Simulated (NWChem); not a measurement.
Species: FeCl3, sextet; SMILES [Cl][Fe]([Cl])[Cl]

Results from NWChem. Spin-unrestricted. All runs use the structure optimised with B3LYP/6-31G* (spherical d), spin-unrestricted. No stability test was run on the SCF state. Level r2SCAN/def2-SVP: energy and gradient on several grids; changes count from the extra-fine grid, which is no exact limit either.

Task: Which is the coarsest grid (xcoarse; fine; medium; xfine; coarse) from which on the energy stays within 100 μHa and each gradient component within 200 μHa/bohr of xfine?

Result: coarse.
```json
[
 {"grid": "xcoarse", "size of the energy change (μHa)": "4000", "largest change of a gradient component (μHa/bohr)": "60"},
 {"grid": "coarse", "size of the energy change (μHa)": "30", "largest change of a gradient component (μHa/bohr)": "60"},
 {"grid": "medium", "size of the energy change (μHa)": "40", "largest change of a gradient component (μHa/bohr)": "< 30"},
 {"grid": "fine", "size of the energy change (μHa)": "< 10", "largest change of a gradient component (μHa/bohr)": "< 30"},
 {"grid": "xfine", "size of the energy change (μHa)": "< 10", "largest change of a gradient component (μHa/bohr)": "< 30"}
]
```
